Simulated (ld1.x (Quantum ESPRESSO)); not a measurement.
**Reading a pseudo-wave (P)**

Columns: radius, all-electron u(r) and pseudo u(r) of the 3s shell (level -18.43 eV) of phosphorus in the configuration [Ne] 3s2 3p2.5; PBE, scalar-relativistic, PAW scheme, ld1.x (Quantum ESPRESSO) 7.5.

```
r (bohr)  all-electron  pseudo
   0.103        0.1119  0.1016
   0.206       -0.2055  0.2013
   0.309       -0.3696  0.2974
   0.412       -0.3572  0.3883
   0.515       -0.2353  0.4724
   0.618       -0.0635  0.5487
   0.721        0.1188  0.6161
   0.824        0.2894  0.6741
   0.927        0.4370  0.7223
   1.030        0.5578  0.7606
   1.133        0.6517  0.7892
   1.236        0.7208  0.8085
   1.339        0.7673  0.8190
   1.442        0.7939  0.8213
   1.545        0.8036  0.8161
   1.648        0.7997  0.8040
   1.751        0.7847  0.7856
   1.854        0.7613  0.7613
   1.957        0.7316  0.7316
   2.060        0.6974  0.6974
   2.163        0.6603  0.6603
   2.266        0.6216  0.6216
   2.369        0.5821  0.5821
   2.472        0.5428  0.5428
   2.575        0.5042  0.5042
   2.678        0.4667  0.4667
```

Task: How many radial nodes do the two functions have?

Result: The all-electron 3s function has n − l − 1 = 2; the pseudo-wave has 0, since the states of the same l below it are removed with the core.

Task: At about which radius was the pseudo-wave matched?

Result: 1.88 bohr, where the columns begin to agree (steps of 0.10 bohr).

Task: Where does each function peak?

Result: Outermost all-electron maximum near 1.54 bohr, pseudo maximum near 1.44 bohr (to the table’s step).

Task: Is the pseudo-wave norm-conserving?

Result: No, it belongs to a PAW set: the norm inside the radius is not constrained, and the difference is carried by the augmentation charge.
